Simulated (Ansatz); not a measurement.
The cluster In₂As₃, relaxed as a doublet with UKS r2SCAN-D4/def2-SVP in Ansatz, starting from the GFN1-xTB geometry. Force threshold 0.02 eV/Å.

In the def2 sets In takes a core potential; there is no spin–orbit coupling. Another isomer (doublet) lies 0.35 eV lower at PBE0-D4/def2-TZVP; other spin states weren't run for this one.

Start:

```xyz
5

In    1.047   -1.883    0.054
In   -0.400   -0.406   -1.904
As   -0.915    1.636   -0.081
As    1.222    0.919    0.615
As   -0.954   -0.267    1.316
```

**Question.** Estimate the energy that the relaxation releases and the steps that it takes.

**Answer.** 0.04 eV, in 4 steps; 24 s on 4 threads of Arm Neoverse V2 on a shared host. No frequencies were taken in this run, so the end may be a saddle point.

**Question.** Does the start keep its bonding and symmetry?

**Answer.** By distances, no bond broke or formed. The bond that changes most is In2–As3, from 2.79 to 2.72 Å (atoms count from 1). Point group Cs at the start, Cs at the end, both within 0.05 Å.

**Question.** Predict the relaxed structure.

**Answer.** 
```xyz
5

In    1.060   -1.895    0.083
In   -0.420   -0.358   -1.897
As   -0.931    1.637   -0.121
As    1.219    0.893    0.619
As   -0.928   -0.277    1.315
```
Bond lengths (bridged metal pairs left out): 3 × As–As 2.39 to 2.54 Å; 3 × As–In 2.72 to 2.84 Å; 1 × In–In 2.91 Å.
